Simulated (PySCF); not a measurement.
Xenon: a sound run and one with changed settings

Sound run: Xe [Xe], Xe⁺ [Kr] 4d10 5s2 5p5. Computed with PySCF 2.14 in def2-TZVP with the def2 core potential (28 electrons) (6s5p3d2f, 50 functions), with scalar relativity through the core potential. In the sound run the correlated levels freeze 4s2 4p6 4d10 outside the core potential. The sound run starts from symmetry-adapted Hartree-Fock orbitals and uses a fine grid where one is needed.

A second run was set up differently.

```
species   method  sound run (hartree)  changed run (hartree)  converged
     Xe      UHF           -328.29839             -328.29839        yes
     Xe    M06-L           -329.53117             -329.53117        yes
     Xe   r2SCAN           -329.48696             -329.48696        yes
     Xe      MP2           -328.44335             -328.35592        yes
     Xe  CCSD(T)           -328.46336             -328.46336        yes
    Xe⁺      UHF           -327.87704             -327.87704        yes
    Xe⁺    M06-L           -329.08753             -329.08753        yes
    Xe⁺   r2SCAN           -329.03036             -329.03036        yes
    Xe⁺      MP2           -327.99284             -327.92430        yes
    Xe⁺  CCSD(T)           -328.01505             -328.01505        yes
```

Ionisation energy of Xe:

| method | sound run (eV) | changed run (eV) |
| --- | --- | --- |
| UHF | 11.466 | 11.466 |
| M06-L | 12.072 | 12.072 |
| r2SCAN | 12.425 | 12.425 |
| MP2 | 12.259 | 11.745 |
| SCS-MP2 | 12.187 | 11.722 |
| CCSD | 12.163 | 12.163 |
| CCSD(T) | 12.199 | 12.199 |

(1) What was changed?
A. too few SCF iterations
B. level shift left on
C. angular grid far too coarse
D. radial grid too coarse

## Answers

(1) B. It used initial guess 1e, at most 50 SCF cycles, level shift 2.0 hartree. A level shift leaves the converged SCF energy unchanged but raises the virtual orbital energies, which shrinks MP2 if it is not removed.
